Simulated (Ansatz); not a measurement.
Geometry optimisation, Ansatz, RKS BHLYP-D4/def2-SVPD.

The input (input.yaml):

```yaml
crystal:
  periodic: [false, false, false]
  atoms:
    - { symbol: Si, position_ang: [-0.811974, 0.268272, -0.315867] }
    - { symbol: F, position_ang: [1.886704, -0.869986, -0.882623] }
    - { symbol: F, position_ang: [-1.139782, -1.119993, -1.048302] }
    - { symbol: F, position_ang: [-2.221847, 1.026372, -0.149889] }
    - { symbol: H, position_ang: [0.061164, 1.128759, -1.104247] }
    - { symbol: H, position_ang: [1.872113, -1.102121, -0.006721] }
    - { symbol: S, position_ang: [-0.060445, -0.280724, 1.62256] }
    - { symbol: H, position_ang: [0.413967, 0.949421, 1.885189] }
basis:
  gaussian: { orbitals: def2-SVPD }
hamiltonian:
  xc: { name: BHLYP }
  dispersion: d4
relax:
  f_tol: 0.03
  max_steps: 50
```

Launched with:

```bash
$ ansatz run input.yaml --threads 4 --pin off --max-ram 5120MiB --backend cpu --events-out ev --progress --plain --runs-dir out
```

Task: Where does it end, and by what steps?

Result: The run converged. After 19 steps the energy has fallen by 0.054 eV; F2 moved furthest, 0.80 Å.

```tsv
step	energy less start (eV)	largest force component (eV/Å)	accepted
0	0.0000	0.693	yes
1	0.1103	3.191	no
2	-0.0134	0.871	yes
3	-0.0300	0.343	yes
4	-0.0364	0.402	yes
5	0.0074	1.705	no
6	-0.0441	0.065	yes
7	-0.0460	0.157	yes
8	-0.0431	0.600	no
9	-0.0490	0.059	yes
10	-0.0508	0.118	yes
11	-0.0517	0.223	yes
12	-0.0525	0.160	yes
13	-0.0522	0.193	no
14	-0.0534	0.090	yes
15	-0.0536	0.056	yes
16	-0.0538	0.039	yes
17	-0.0538	0.036	yes
18	-0.0537	0.050	no
19	-0.0539	0.003	yes
```

```xyz
8
Properties=species:S:1:pos:R:3
Si -0.996 0.292 -0.376
F 2.597 -0.961 -0.517
F -1.615 -1.013 -1.070
F -2.215 1.230 0.085
H -0.173 1.039 -1.322
H 1.931 -0.915 0.118
S 0.033 -0.444 1.339
H 0.438 0.773 1.742
```

Whether the end is a true minimum wasn't checked by a vibrational analysis.

The run took 80 s on 4 threads of Arm Neoverse N1, with other jobs on the host, peak memory 0.41 GiB.
